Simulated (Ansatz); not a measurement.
The cluster Na₂S₂⁻, relaxed as a doublet with UKS r2SCAN-D4/def2-TZVPD in Ansatz, starting from the GFN2-xTB geometry. Force threshold 0.02 eV/Å.

The highest occupied level of the charge -1 doublet lies above zero (up to 0.56 eV). The electron is either unbound and held by the finite basis, or the level is raised by self-interaction error. Another isomer (doublet) lies 0.11 eV lower at r2SCAN-D4/def2-TZVPD; other spin states weren't run for this one.

Start:

Cartesian coordinates in Å:
```
Na 0.471 0.514 -1.657
Na 1.204 0.653 1.176
S -1.401 0.287 0.364
S -0.274 -1.454 0.117
```

Question: Estimate the energy that the relaxation releases and the steps that it takes.

Answer: 20.6 kJ/mol, in 4 steps; 25 s on 2 threads of Arm Neoverse V2 on a shared host. No frequencies were taken in this run, so the end may be a saddle point.

Question: Does the start keep its bonding and symmetry?

Answer: By distances, no bond broke or formed. The bond that changes most is Na2–S4, from 2.78 to 2.62 Å (atoms count from 1). Point group Cs at the start, Cs at the end, both within 0.05 Å.

Question: Predict the relaxed structure.

Answer: 
```xyz
4

Na    0.245    0.398   -1.834
Na    1.100    0.536    1.443
S    -1.268    0.439    0.311
S    -0.078   -1.372    0.080
```
Bond lengths (bridged metal pairs left out): 4 × Na–S 2.62 to 2.63 Å; 1 × S–S 2.18 Å.
